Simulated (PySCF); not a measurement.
# What a mistake does to a calculation on BH6OSi2 cation

All numbers below are calculated, not measured. The program is PySCF 2.14.0, an open-source quantum chemistry code, run on an isolated molecule that a program drew, which may never have been made. The molecule is BH6OSi2 cation (charge +1, singlet), drawn as the SMILES string `B[SiH+][SiH2]O`.

Each row is a Hartree-Fock (HF) and frozen-core CCSD(T) single point in the cc-pV(D+d)Z basis, meant for a local HF minimum. Run 1 is clean. Each other run has one planted mistake out of seven kinds, and not every kind appears here: one electron removed, one electron added, multiplicity raised by two, geometry at a saddle point, minimal basis STO-3G, one bond length entered in bohr, all coordinates scaled. The reference is restricted for singlets and unrestricted otherwise, and also for a bond in bohr. Adding or removing an electron swaps singlet and doublet. Electrons count all cores. HOMO and LUMO are orbital energies over both spins, the gradient is its largest component, and the lowest frequency (negative if imaginary) is given only where the gradient is small. Bond lengths are over the 9 bonds as drawn. T1 is the CCSD diagnostic: over 0.02 (restricted) or 0.045 (unrestricted) a single reference is doubtful.

Geometry of the clean run:
```xyz
10
BH6OSi2 cation, angstrom
B    -1.7971   -1.7204    1.5226
Si   -0.5642   -0.4937    0.4860
Si   -1.3938    1.1784   -1.0304
O    -2.9839    0.8767   -0.8287
H    -2.1846   -1.3698    2.5932
H    -2.1199   -2.7560    1.0300
H     0.8834   -0.6730    0.7049
H    -0.8519    0.8521   -2.3560
H    -0.9276    2.4759   -0.5238
H    -3.6775    1.3474   -1.2743
```

```
run,electrons,basis functions,<S^2>,HOMO (eV),LUMO (eV),gradient (hartree/bohr),lowest frequency (cm^-1),mean bond (Å),longest bond (Å),T1,HF (hartree),CCSD(T) (hartree),mistake
1,46,104,0.000,-16.03,-5.30,9.4e-06,54,1.5339,2.405,0.0140,-680.64689,-681.15131,no fault
2,46,104,2.028,-13.30,-7.67,3.5e-02,-,1.5339,2.405,0.0220,-680.54850,-681.05029,multiplicity raised by two
3,46,104,0.000,-16.34,-5.26,5.1e-02,-,1.4572,2.285,0.0136,-680.62183,-681.12085,all coordinates scaled
4,45,104,0.793,-22.36,-13.99,6.2e-02,-,1.5339,2.405,0.0283,-680.09500,-680.58335,?
5,46,34,0.000,-14.22,-1.77,3.5e-02,-,1.5339,2.405,0.0104,-672.70546,-672.89068,?
```

**Which mistake was planted in run 4, and what did it cost?**

It counts 45 electrons, one fewer than the clean run, at the same geometry and basis. So the mistake is: one electron removed. Subtracting run 1 and multiplying by 627.51 kcal/mol a hartree, the energy moved by 346.3 kcal/mol in HF and 356.4 kcal/mol in CCSD(T).

**Which mistake was planted in run 5, and what did it cost?**

It has 34 basis functions where the clean run has 104, with the same electrons and geometry. So the mistake is: minimal basis STO-3G. Subtracting run 1 and multiplying by 627.51 kcal/mol a hartree, the energy moved by 4983.3 kcal/mol in HF and 5183.6 kcal/mol in CCSD(T).

